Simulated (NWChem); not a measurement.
System: C₃HF₂NS; SMILES Fc1nc(F)sc1

Input file for NWChem:

```
start job
memory heap 200 mb stack 900 mb global 1100 mb
geometry units angstroms noautosym nocenter noautoz
  F      0.549203     2.503570     0.000000
  C      0.166992     1.230732     0.000000
  C     -1.148708     0.822663     0.000000
  S     -1.191340    -0.920439     0.000000
  C      0.561219    -0.894903     0.000000
  F      1.222957    -2.039193     0.000000
  N      1.133106     0.267927     0.000000
  H     -2.058347     1.432138     0.000000
end
basis spherical
  * library def2-svp
end
dft
  xc m05-2x
  iterations 150
end
cosmo
  do_cosmo_smd true
  solvent clbenzen
end
task dft energy
```

Coordinates come from a PBE-D3(BJ)/def2-SVP optimisation. Solvent: chlorobenzene.

Level: M05-2X/def2-SVP with SMD (1 M gas to 1 M solution), gas-phase geometry.

**Question.** Give the results of this calculation. (M05-2X/def2-SVP, SMD on the gas-phase geometry.) Quantities: solvation free energy (kcal/mol); cavity-dispersion-structure term (kcal/mol); dipole in solution (D).

**Answer.** 
```json
{
 "solvation free energy (kcal/mol)": "-2.8",
 "cavity-dispersion-structure term (kcal/mol)": "0.7",
 "dipole in solution (D)": "3.55"
}
```
